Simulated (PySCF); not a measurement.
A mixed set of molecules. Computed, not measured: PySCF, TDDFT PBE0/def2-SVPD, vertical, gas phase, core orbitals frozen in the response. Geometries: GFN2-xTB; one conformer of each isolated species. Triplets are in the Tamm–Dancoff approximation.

Question: Rank by computed S1–T1 gap, highest first.
A. `N#Cc1nocc1C1CC1`
B. `C(#N)C1=CCNC1`
C. `C(c1c(OC)scp1)#C`
D. `O=CN=C`
E. `Cc1cccpc1`

Answer: E (1.63 eV), A (1.45 eV), C (1.31 eV), B (1.03 eV), D (0.54 eV).

```json
{"SMILES": "Cc1cccpc1", "S1−T1 (eV)": "1.63", "S1 (eV)": "4.83", "T1 (eV)": "3.20", "S1 mainly": "H-1→L (51%)", "T1 mainly": "H→L (92%)", "f(S1)": "0.003"}
{"SMILES": "N#Cc1nocc1C1CC1", "S1−T1 (eV)": "1.45", "S1 (eV)": "5.20", "T1 (eV)": "3.75", "S1 mainly": "H→L (96%)", "T1 mainly": "H→L (66%)", "f(S1)": "0.070"}
{"SMILES": "C#Cc1pcsc1OC", "S1−T1 (eV)": "1.31", "S1 (eV)": "4.24", "T1 (eV)": "2.93", "S1 mainly": "H→L (91%)", "T1 mainly": "H→L (57%)", "f(S1)": "0.035"}
{"SMILES": "N#CC1=CCNC1", "S1−T1 (eV)": "1.03", "S1 (eV)": "4.56", "T1 (eV)": "3.53", "S1 mainly": "H→L (97%)", "T1 mainly": "H-1→L (85%)", "f(S1)": "0.006"}
{"SMILES": "C=NC=O", "S1−T1 (eV)": "0.54", "S1 (eV)": "4.39", "T1 (eV)": "3.86", "S1 mainly": "H→L (86%)", "T1 mainly": "H→L (69%)", "f(S1)": "0.001"}
```

H and L stand for HOMO and LUMO. For `Cc1cccpc1` and `N#CC1=CCNC1` the leading configurations of S1 and T1 differ. Singlets come from full response and triplets from the Tamm–Dancoff approximation.
